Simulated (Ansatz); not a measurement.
Geometry optimisation, Ansatz, DFT PBE, scalar-relativistic, plane waves, PAW.

Input file:

```yaml
crystal:
  lattice:
    - [10.04, 0.0, 0.0]
    - [0.0, 10.04, 0.0]
    - [0.0, 0.0, 10.04]
  atoms:
    - { symbol: Ba, position: [0.0, 0.0, 0.0] }
    - { symbol: Ba, position: [0.5, 0.0, 0.0] }
    - { symbol: Ba, position: [0.0, 0.5, 0.0] }
    - { symbol: Ba, position: [0.0, 0.0, 0.5] }
    - { symbol: Ba, position: [0.25, 0.25, 0.25] }
    - { symbol: Ba, position: [0.5, 0.5, 0.0] }
    - { symbol: Ba, position: [0.5, 0.0, 0.5] }
    - { symbol: Ba, position: [0.75, 0.25, 0.25] }
    - { symbol: Ba, position: [0.0, 0.5, 0.5] }
    - { symbol: Ba, position: [0.25, 0.75, 0.25] }
    - { symbol: Ba, position: [0.25, 0.25, 0.75] }
    - { symbol: Ba, position: [0.5, 0.5, 0.5] }
    - { symbol: Ba, position: [0.75, 0.75, 0.25] }
    - { symbol: Ba, position: [0.75, 0.25, 0.75] }
    - { symbol: Ba, position: [0.25, 0.75, 0.75] }
    - { symbol: Ba, position: [0.75, 0.75, 0.75] }
    - { symbol: H, position: [0.37571158, 0.50877804, 0.24787088] }
basis:
  ecutwfc: 420.0
kpoints:
  mp_grid: { grid: [2, 2, 2] }
hamiltonian:
  xc: pbe
scf:
  occupations: { method: gaussian, width: 0.1 }
  lower_state_search: "off"
relax:
  f_tol: 0.03
  max_steps: 60
  adjacent_minimum: "off"
```

Run as:

```bash
$ ansatz run input.yaml --threads 4 --pin off --max-ram 10240MiB --backend cpu --events-out ev --progress --plain --runs-dir out
```

Q: Where does it end, and by what steps?

A: The run converged. Limits of this set-up: coarse k mesh, odd electron count without spin. After 3 steps the energy has fallen by 0.157 eV; Ba5 moved furthest, 0.21 Å.

```json
{"step": "0", "energy less start (eV)": "0.0000", "largest force component (eV/Å)": "0.360", "accepted": "yes"}
{"step": "1", "energy less start (eV)": "-0.1104", "largest force component (eV/Å)": "0.191", "accepted": "yes"}
{"step": "2", "energy less start (eV)": "-0.1431", "largest force component (eV/Å)": "0.073", "accepted": "yes"}
{"step": "3", "energy less start (eV)": "-0.1567", "largest force component (eV/Å)": "0.017", "accepted": "yes"}
```

```xyz
17
Lattice="10.0400 0.0000 0.0000 0.0000 10.0400 0.0000 0.0000 0.0000 10.0400" Properties=species:S:1:pos:R:3
Ba 0.077 0.005 -0.068
Ba 4.974 0.005 0.077
Ba -0.124 5.025 -0.080
Ba 0.077 0.005 5.086
Ba 2.499 2.724 2.509
Ba 5.032 5.025 0.207
Ba 4.974 0.005 4.940
Ba 7.654 2.436 2.509
Ba -0.124 5.025 5.097
Ba 2.499 7.327 2.509
Ba 2.556 2.594 7.529
Ba 5.032 5.025 4.811
Ba 7.654 7.614 2.509
Ba 7.454 2.448 7.529
Ba 2.556 7.456 7.529
Ba 7.454 7.602 7.529
H 3.766 5.026 2.509
```

Run time: 25 s on 4 threads of Intel(R) Xeon(R) 6975P-C (Granite Rapids) (shared host), peak memory 2.7 GiB.
